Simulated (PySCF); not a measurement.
Compound: C5H3FOS.
Bonds: O1–C2 (double), C2–C3, C3–C4 (double), C4–S5, S5–C6, C6–C7 (double), C7–F8, C2–C7. Hydrogens: H9 on C3; H10 on C4; H11 on C6.

All values: PBE0/pcSseg-1 and B3LYP/def2-SVPD (PySCF, non-relativistic), on one gas-phase PBE0-D3(BJ)/def2-SVP geometry that isn't relaxed in the solvent. The solvent is an IEF-PCM continuum (cavity from Bondi-type radii × 1.2). The model holds no explicit solvent molecules, cavitation or dispersion.

Gas phase at PBE0/pcSseg-1: HOMO -7.13 eV, LUMO -1.90 eV, dipole 4.68 D.

Problem. What does the continuum do to the energy, the frontier levels and the dipole at PBE0/pcSseg-1 in cyclohexane and benzene?

Solution. 
```tsv
solvent	ε	E(solvent) − E(gas) (kcal/mol)	polarisation term (kcal/mol)	distortion of the solute (kcal/mol)	HOMO (eV)	LUMO (eV)	dipole (D)
cyclohexane	2.017	-3.27	-3.60	0.33	-7.07	-1.84	5.40
benzene	2.271	-3.74	-4.17	0.43	-7.07	-1.83	5.51
```

Polarisation term: ½ Σ q·V over the induced surface charges. Distortion: the rise of the solute's own energy as its density leaves the gas-phase optimum. From cyclohexane to benzene the lowering changes by a factor 1.14, Onsager's factor (ε − 1)/(2ε + 1) by 1.14 and ε itself by 1.1.

Problem. Which radius a makes the point-dipole formula ΔE = −[(ε − 1)/(2ε + 1)]·μ²/a³ give the value in benzene, with the gas-phase dipole?

Solution. μ = 1.840 au and |ΔE| = 0.00596 Eh give a = 2.68 Å; the farthest nucleus lies 2.72 Å from the centroid of the nuclei. The formula assumes a rigid point dipole at the centre of a sphere.

Problem. Which ESP-fitted charges (PBE0/pcSseg-1) respond most in benzene (means over atoms taken as equivalent)?

Solution. 
```csv
atoms,environment,gas (e),solvent (e),change
O1,carbonyl oxygen,-0.541,-0.583,-0.042
S5,ring sulfur,+0.053,+0.069,+0.016
H10,hydrogen on carbon,+0.225,+0.238,+0.013
H11,hydrogen on carbon,+0.252,+0.265,+0.013
F8,fluorine bonded to C,-0.143,-0.153,-0.010
C2,ring carbonyl carbon,+0.704,+0.713,+0.009
C3,unsaturated ring CH carbon,-0.423,-0.432,-0.009
H9,hydrogen on carbon,+0.205,+0.212,+0.007
```

Problem. Which Mayer bond orders change most in benzene?

Solution. 
| bond | length (Å) | gas | solvent | change |
| --- | --- | --- | --- | --- |
| O1–C2 | 1.217 | 1.879 | 1.852 | -0.027 |
| C2–C3 | 1.464 | 1.111 | 1.121 | +0.010 |
| C7–C2 | 1.477 | 0.997 | 1.007 | +0.010 |
| C7–F8 | 1.322 | 0.959 | 0.950 | -0.009 |
| S5–C6 | 1.722 | 1.092 | 1.098 | +0.006 |
| C4–S5 | 1.719 | 1.136 | 1.140 | +0.004 |
| C4–H10 | 1.094 | 0.919 | 0.915 | -0.004 |
| C6–H11 | 1.093 | 0.888 | 0.884 | -0.004 |

Problem. How do the nuclear quadrupole coupling constants eQVzz/h respond in benzene?

Solution. 
```json
{"nucleus": "17O at O1", "Q (barn)": "-0.0256", "gas (MHz)": "11.45", "solvent (MHz)": "11.11", "η gas": "0.24", "η solvent": "0.17"}
{"nucleus": "33S at S5", "Q (barn)": "-0.06781", "gas (MHz)": "-32.01", "solvent (MHz)": "-31.71", "η gas": "0.80", "η solvent": "0.77"}
```

Gas phase at B3LYP/def2-SVPD: HOMO -6.97 eV, LUMO -2.15 eV, dipole 5.02 D.

Problem. What does the continuum do to the energy, the frontier levels and the dipole at B3LYP/def2-SVPD in cyclohexane and benzene?

Solution. 
```csv
solvent,ε,E(solvent) − E(gas) (kcal/mol),polarisation term (kcal/mol),distortion of the solute (kcal/mol),HOMO (eV),LUMO (eV),dipole (D)
cyclohexane,2.017,-3.54,-3.94,0.40,-6.91,-2.08,5.86
benzene,2.271,-4.05,-4.59,0.54,-6.90,-2.07,5.98
```

Problem. How does the static polarisability (B3LYP/def2-SVPD, frozen core, with the continuum's full static response) change?

Solution. 
```json
{"medium": "gas", "isotropic (au)": "82.3", "principal values (au)": "47.9, 84.0, 115.0", "⟨r²⟩ of the electrons (bohr²)": "1009.3"}
{"medium": "cyclohexane", "isotropic (au)": "94.7", "principal values (au)": "53.1, 95.3, 135.6", "⟨r²⟩ of the electrons (bohr²)": "1009.4"}
{"medium": "benzene", "isotropic (au)": "96.6", "principal values (au)": "54.0, 97.0, 138.7", "⟨r²⟩ of the electrons (bohr²)": "1009.4"}
```

The isotropic value in benzene is 1.17 times the gas-phase one; no cavity-field correction is applied. ⟨r²⟩ is taken about the centre of nuclear charge.
